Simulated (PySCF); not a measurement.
# Basis and Hamiltonian dependence of the excitation energy of I⁺

I⁺ [Kr] 4d10 5s2 5p4 (3P) → I⁺ [Kr] 4d10 5s2 5p3 5d1 (5D). Calculated with PySCF 2.14 from differences of total energies of unrestricted determinants, without spin-orbit coupling. Values in eV.

```csv
basis,Hamiltonian,functions,UHF,LDA,PBE0,MP2 (valence),CCSD(T) (valence)
aug-cc-pVDZ-PP with ECP28MDF,ECP,32,9.822,10.527,10.251,10.275,10.310
aug-cc-pVTZ-PP with ECP28MDF,ECP,55,9.524,10.240,9.986,9.928,10.028
"aug-cc-pVTZ-PP with one added diffuse shell each of d, f type with ECP28MDF",ECP,67,9.487,10.203,9.950,9.887,9.986
ANO-RCC-VTZP,spin-free X2C,68,11.991,12.780,12.368,12.462,12.537
"x2c-TZVPPall with one added diffuse shell each of s, p, d, f type",spin-free X2C,76,9.606,10.295,10.048,10.005,10.104
def2-QZVPPD with the def2 core potential (28 electrons),ECP,91,9.462,10.177,9.924,9.952,10.070
aug-cc-pwCVTZ-PP with ECP28MDF,ECP,96,9.532,10.250,9.997,9.962,10.066
aug-cc-pVQZ-DK3,spin-free X2C,102,9.509,10.220,9.968,9.971,10.074
aug-cc-pV5Z-PP with ECP28MDF,ECP,139,9.494,10.217,9.960,9.994,n/a
```

Estimate the row for aug-cc-pVTZ-DK3 (spin-free X2C, 68 functions).

From the rows with the same Hamiltonian and similar size; the calculation gives UHF 9.53; LDA 10.24; PBE0 9.99; MP2 (valence) 9.94; CCSD(T) (valence) 10.04 (eV).

Frozen in the all-electron rows: valence: [Kr] 4d10; with a core potential, the same shells as far as they lie outside it.

At UHF, ANO-RCC-VTZP lies more than 0.3 eV from the median of the rows with comparable relativity. Of these, ANO-RCC-VTZP has no diffuse functions of the l that the added or promoted electron needs.

Reference for a calculation without spin-orbit coupling: 10.300 eV (measured, between term centres; NIST).
